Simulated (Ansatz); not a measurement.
```yaml
crystal:
  periodic: [false, false, false]
  atoms:
    - {symbol: K, position_ang: [1.558410, -1.647262, 1.951466]}
    - {symbol: K, position_ang: [-1.633134, 1.973714, -2.412210]}
    - {symbol: K, position_ang: [2.690648, 1.304191, 0.039783]}
    - {symbol: K, position_ang: [0.163462, -0.975583, -1.404621]}
    - {symbol: K, position_ang: [-0.639678, 1.236195, 1.531597]}
    - {symbol: K, position_ang: [-3.063190, -1.730972, -0.007272]}
    - {symbol: F, position_ang: [-2.311262, -0.220985, -1.714759]}
    - {symbol: F, position_ang: [2.298428, -1.087462, -0.314862]}
    - {symbol: F, position_ang: [0.225744, 1.628146, -0.865199]}
    - {symbol: F, position_ang: [1.601380, 0.796304, 2.180121]}
    - {symbol: F, position_ang: [-0.890808, -1.276295, 1.015956]}
basis:
  gaussian: {orbitals: def2-TZVP, initial_orbitals: start.molden}
total_charge: 1
hamiltonian: {xc: {name: CAM-B3LYP}, dispersion: d4}
scf: {omitted_lower_state_checks: [starts]}
output: {orbitals: {seedname: orbitals}}
```

The file start.molden holds the orbitals of an earlier run on this structure, at another level or in another basis.

```sh
$ ansatz run in.yaml --threads 4 --pin off --events-out ev --progress --plain --max-ram 4787MiB
```

Does this run fit into the memory that it is given?

No. It has 353 basis functions, and Ansatz plans for 6 GiB where 5 GiB are given.
